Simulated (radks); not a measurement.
Dipole-allowed excitations along the series with 30 electrons in [Ar] 3d10 4s2. All-electron calculation, scalar-relativistic Kohn-Sham, LB94 model potential, spin-unpolarised, spherical densities, finite nucleus; Fermi nuclear charge, rms radius of each element as measured or else 0.836 A^(1/3) + 0.57 fm. Program: a radial shooting solver on a logarithmic mesh with Libxc functionals. Time-dependent linear response with the Hartree and adiabatic LDA kernel, continuum included through the Sternheimer equations, no spin-orbit coupling, so fine structure and intercombination lines are absent. Lines are the poles of the dipole polarisability below minus the highest occupied eigenvalue, found on a grid refined at the orbital gaps; the lowest seven at most are given, and weak or close lines can be missed. The first line takes the name of the lowest orbital gap if no other gap lies below it; otherwise a line is named after a gap within 0.6 % of it, if that gap stands alone.

| species | -e(HOMO) (eV) | lowest orbital gap (eV) | first line (eV) | f | static alpha (bohr^3) |
|---|---|---|---|---|---|
| I23+ | 774.81 | 4s-4p 61.451 | 71.557 (4s-4p) | 1.19 | 0.1885 |
| Xe24+ | 830.75 | 4s-4p 64.778 | 75.241 (4s-4p) | 1.19 | 0.1695 |
| Cs25+ | 888.62 | 4s-4p 68.233 | 79.051 (4s-4p) | 1.18 | 0.1527 |
